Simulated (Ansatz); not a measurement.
`BCCB` and `BCCBr` differ in one atom or group.

Ansatz, PBE0-D4/def2-TZVP geometries, multiplicity 1. Each molecule was computed in one conformer, which needn't be the lowest.

Scalar relativity is left out up to krypton.

```csv
property,`BCCB`
size of the dipole moment (B3LYP/def2-TZVPP) / D,0.90
HOMO–LUMO gap (B3LYP/def2-TZVPP) / eV,7.66
LUMO energy (ωB97M-V/def2-TZVPP) / eV,1.34
LUMO energy (B3LYP/def2-TZVPP) / eV,-0.63
HOMO energy (B3LYP/def2-TZVPP) / eV,-8.29
HOMO energy (PBE/def2-TZVPP) / eV,-7.35
```

Give the same properties after the change, and the shifts. (An estimate is asked.)

Computed: 
| property | `BCCBr` | shift |
| --- | --- | --- |
| size of the dipole moment (B3LYP/def2-TZVPP) / D | 2.24 | 1.34 |
| HOMO–LUMO gap (B3LYP/def2-TZVPP) / eV | 5.89 | -1.77 |
| LUMO energy (ωB97M-V/def2-TZVPP) / eV | 0.43 | -0.91 |
| LUMO energy (B3LYP/def2-TZVPP) / eV | -1.74 | -1.11 |
| HOMO energy (B3LYP/def2-TZVPP) / eV | -7.63 | 0.66 |
| HOMO energy (PBE/def2-TZVPP) / eV | -6.61 | 0.74 |

With PBE0 the HOMO rises by 0.65 eV and the LUMO falls by 1.07 eV, so the gap narrows by about 1.72 eV. PBE moves the HOMO by 0.74 eV and ωB97M-V by 0.62 eV. Dipoles are sizes alone; their direction can turn.

B3LYP here is the variant with VWN-RPA as its local correlation; programs differ in this.

Spin–orbit coupling is left out; it splits and shifts lone-pair levels of the heavy atoms by tenths of an eV.
